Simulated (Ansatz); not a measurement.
Ansatz (a quantum-chemistry and plane-wave program) input (MP2/LANL2DZ): The .json file is the Basis Set Exchange's LANL2DZ.

Ansatz 0.2 input:
```yaml
crystal:
  periodic: [false, false, false]
  atoms:
    - {symbol: C, position_ang: [1.91768900, -0.30184100, -0.56436400]}
    - {symbol: B, position_ang: [0.65176400, 0.18029300, 0.21162300]}
    - {symbol: O, position_ang: [-0.59755400, -0.12441300, -0.13571400]}
    - {symbol: C, position_ang: [-1.75870700, 0.31494100, 0.57194700]}
    - {symbol: H, position_ang: [2.57417000, -0.87464300, 0.09598000]}
    - {symbol: H, position_ang: [1.66167900, -0.92177400, -1.43061700]}
    - {symbol: H, position_ang: [2.50418300, 0.55497400, -0.90644100]}
    - {symbol: H, position_ang: [-1.48126200, 0.92961200, 1.42919800]}
    - {symbol: H, position_ang: [-2.30993100, -0.56349900, 0.90677000]}
    - {symbol: H, position_ang: [-2.38111500, 0.89057000, -0.11279500]}
basis:
  gaussian:
    orbitals: LANL2DZ.json
magnetization: {spin_polarized: true, initial_magnetization: 1}
correlation: {method: mp2, electrons: outside_noble_gas}
```

Output:

```
Functional definition: HF
integrals: 0.01 GiB planned
625 factors; integrals over basis functions are off by at most 5.9e-4 eV
mean field: 0.11 GiB planned
mean field evaluation 1: about -4860.1828 eV, gradient 2.2e1 eV
mean field evaluation 2: about -4860.1781 eV, gradient 2.2e1 eV
mean field evaluation 4: about -4862.9229 eV, gradient 3.1e0 eV
mean field evaluation 8: about -4863.0283 eV, gradient 2.0e-1 eV
mean field -4863.02927332 eV, -178.7130295148 hartree, gradient 1.5e-6 eV, S^2 0.753422; 0 other end points of the search recorded, 0 dependent functions left out
4 core orbitals not correlated
reference -4863.02927332 eV, -178.7130295148 hartree; 12, 11 occupied and 32, 33 virtual orbitals, 625 factors
second order -8.79521232 eV of doubles, -0.00000000 eV of singles
Total energy: -4871.82448564 eV, -179.0362476061 hartree
```

The geometry given is a B3LYP-D3(BJ)/def2-TZVP minimum.
